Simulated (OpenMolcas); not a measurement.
Computed levels of 3s² 3p in ions with 13 electrons, in cm-1 above ²P°_1/2.

```yaml
Program: OpenMolcas
Method: RASSCF
Basis: ANO-RCC-VTZP
Scalar_Hamiltonian: DKH2, point nucleus
Spin-orbit_coupling: state interaction with AMFI integrals over the reference wave functions, term energies averaged over their components
```

Active space for each ion: 3 electrons in 9 orbitals (RAS2 3s 3p; RAS3 3d, at most 2 electrons).

```
  Level  P2+  S3+  Ar5+
²P°_3/2  486  839  2008
```

Question: Estimate ²P°_3/2 for Cl4+ from its neighbours S3+ and Ar5+.

Answer: ²P°_3/2 is fine structure, which grows about as the fourth power of a screened charge, so the fourth roots are averaged: ((839^0.25 + 2008^0.25) / 2)^4 = 1329. The calculation gives 1346, so the estimate is off by -1.3 %.

Active for correlation alone: 3d; no level in the range computed is led by a configuration that fills it, so any true level of that kind is missing. Only configurations of the active space appear.

° marks odd parity.
